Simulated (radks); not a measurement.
Species: Nb XXXVII. Configuration: [He] 2s2 2p1.

Method: Dirac Kohn-Sham, relativistic LDA (MacDonald-Vosko exchange, VWN5 correlation), spin-unpolarised, spherical densities, finite nucleus; open shells fill j = l - 1/2 first; Fermi nuclear charge, rms radius 4.324 fm; computed with a radial shooting solver on a logarithmic mesh with Libxc functionals.

Energy parts (eV):
total: -61612.073
kinetic: 64506.782
electron-nucleus: -128918.656
Hartree: 3677.134
exchange-correlation: -877.334

Orbitals (lengths in bohr, moments of r in powers of bohr; r(max) is where P^2 peaks):
| orbital | occ. | eigenvalue (eV) | <r^2> | r(max) | <r> |
|---|---|---|---|---|---|
| 1s1/2 | 2 | -21604.16 | 0.001752 | 0.02354 | 0.03606 |
| 2s1/2 | 2 | -5023.817 | 0.02590 | 0.1286 | 0.1485 |
| 2p1/2 | 1 | -4916.660 | 0.01890 | 0.09873 | 0.1248 |
| 2p3/2 | 0 | -4804.028 | 0.01996 | 0.1021 | 0.1287 |
| 3s1/2 | 0 | -2137.136 | 0.1353 | 0.3314 | 0.3447 |
| 3p1/2 | 0 | -2102.579 | 0.1205 | 0.3080 | 0.3230 |
| 3p3/2 | 0 | -2070.629 | 0.1245 | 0.3137 | 0.3285 |

The highest occupied level is 2p1/2 at -4916.7 eV. The density falls to 0.001 e/bohr^3 at r = 0.51 bohr. The electron density at the nucleus is 8.149e+04 e/bohr^3.
